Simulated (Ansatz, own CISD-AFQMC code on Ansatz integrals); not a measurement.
CH5BSi, SMILES `B[Si]C` (singlet; the order of the spin states depends on the level) (charge 0, multiplicity 1). This singlet lies 0.30 eV below the relaxed triplet at the level frozen-core CCSD(T)/cc-pVTZ // B3LYP-D3(BJ)/def2-TZVP (Ansatz); other levels give the other order.

Z-matrix (Å, degrees):
```
Si
C 1 1.9130
H 2 1.0889 1 112.06
H 2 1.0928 3 109.25 1 -124.40
H 2 1.0956 3 108.54 4 -115.76
B 1 1.9576 2 103.98 3 -175.93
H 6 1.1978 1 121.70 2 -95.74
H 6 1.1981 7 115.90 1 167.81
```
Charge 0, multiplicity 1.

Frozen-core correlation energies in cc-pVDZ at a geometry from B3LYP-D3(BJ)/def2-TZVP, on an HF energy of -354.30680 Ha (<S^2> = 0.00, restricted and unstable towards unrestricted orbitals). Wave-function levels are from Ansatz, the walk from an own CISD-AFQMC code on Ansatz integrals (time step 0.005/Ha, trial state from CCSD amplitudes, largest double 0.09).

```json
[
 {"level": "MP2", "correlation energy (mHa)": "-310.1"},
 {"level": "CCSD", "correlation energy (mHa)": "-363.1"},
 {"level": "CCSD(T)", "correlation energy (mHa)": "-374.1"}
]
```

### Question
What correlation energy does phaseless AFQMC give, and where does it lie among these levels?

### Answer
-376.4 ± 0.3 mHa (one standard error). AFQMC minus each level: MP2 -66.2 mHa, CCSD -13.3 mHa, CCSD(T) -2.3 mHa.
